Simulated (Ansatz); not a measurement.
Born–Oppenheimer molecular dynamics of C2H8BN (12 atoms, charge 0, multiplicity 1). It goes on from the last frame of an earlier run, with new velocities.

Method: RKS PBE0-D4/STO-3G (Ansatz 0.2.0).

```json
{
 "ensemble": "NVT, Langevin thermostat",
 "time step": "0.5 fs",
 "steps asked": "250",
 "set temperature": "300 K",
 "friction": "0.02 /fs",
 "temperature schedule": "62 steps to 300 K, then 188 steps to 600 K",
 "seed": "123718"
}
```

First frame:

```xyz
12
Properties=species:S:1:pos:R:3
B -0.007 0.021 -0.006
N 0.002 -0.102 1.391
H -0.779 -0.143 1.995
H 0.936 -0.007 1.974
C 1.401 0.164 -0.727
H 1.456 -0.815 -1.204
H 1.335 0.948 -1.460
H 2.213 0.394 0.069
C -1.387 -0.115 -0.725
H -2.136 -0.713 -0.214
H -1.869 0.893 -0.853
H -1.207 -0.558 -1.710
```

(1) How far do the bonds stretch over the last three quarters of this one trajectory? (Pairs bonded in most of those frames.)

Answers

(1) 
```
  bond  mean (Å)  spread (Å)  shortest  longest
 B1–N2     1.389       0.018      1.36     1.43
 B1–C5     1.573       0.039      1.51     1.65
 B1–C9     1.591       0.026      1.53     1.64
 N2–H3     1.041       0.038      0.97     1.10
 N2–H4     1.039       0.029      0.99     1.09
 C5–H6     1.102       0.013      1.07     1.13
 C5–H7     1.098       0.022      1.05     1.15
 C5–H8     1.097       0.020      1.05     1.14
C9–H10     1.103       0.038      1.02     1.20
C9–H11     1.104       0.035      1.04     1.16
C9–H12     1.098       0.019      1.05     1.14
```

Mean temperature of the second half: 382 K. The schedule's set-point averaged 500 K over the second half and the system 382 K, so it lags behind the ramp. A run of 0.12 ps of so small a system gives no equilibrium averages. Limits of this set-up: minimal basis.

Run time: 3.6 min on 1 thread of Intel(R) Xeon(R) 6975P-C (Granite Rapids), on a shared host, peak memory 0.11 GiB.
